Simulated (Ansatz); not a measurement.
`C[SiH2][SnH2][SH]` and `C[SiH2][SnH3]` differ in one atom or group.

Ansatz, PBE0-D4/def2-TZVP geometries, multiplicity 1. Each molecule was computed in one conformer, which needn't be the lowest.

Elements past krypton have def2 core potentials.

| property | `C[SiH2][SnH2][SH]` |
| --- | --- |
| HOMO energy (ωB97M-V/def2-TZVPP) / eV | -9.04 |
| size of the dipole moment (ωB97M-V/def2-TZVPP) / D | 2.11 |
| HOMO energy (PBE0/def2-TZVPP) / eV | -6.95 |
| LUMO energy (PBE/def2-TZVPP) / eV | -1.47 |
| LUMO energy (PBE0/def2-TZVPP) / eV | -0.69 |
| size of the dipole moment (B3LYP/def2-TZVPP) / D | 2.08 |

**Question.** Give the same properties after the change, and the shifts. (Estimate.)

**Answer.** Ansatz gave: 
```tsv
property	`C[SiH2][SnH3]`	shift
HOMO energy (ωB97M-V/def2-TZVPP) / eV	-9.68	-0.64
size of the dipole moment (ωB97M-V/def2-TZVPP) / D	1.22	-0.89
HOMO energy (PBE0/def2-TZVPP) / eV	-7.68	-0.73
LUMO energy (PBE/def2-TZVPP) / eV	-0.78	0.69
LUMO energy (PBE0/def2-TZVPP) / eV	-0.02	0.67
size of the dipole moment (B3LYP/def2-TZVPP) / D	1.24	-0.84
```

With PBE0 the HOMO falls by 0.73 eV and the LUMO rises by 0.67 eV, so the gap widens by about 1.40 eV. PBE moves the HOMO by -0.84 eV and ωB97M-V by -0.64 eV. Dipoles are sizes alone; their direction can turn.

B3LYP here is the variant with VWN-RPA as its local correlation; programs differ in this.
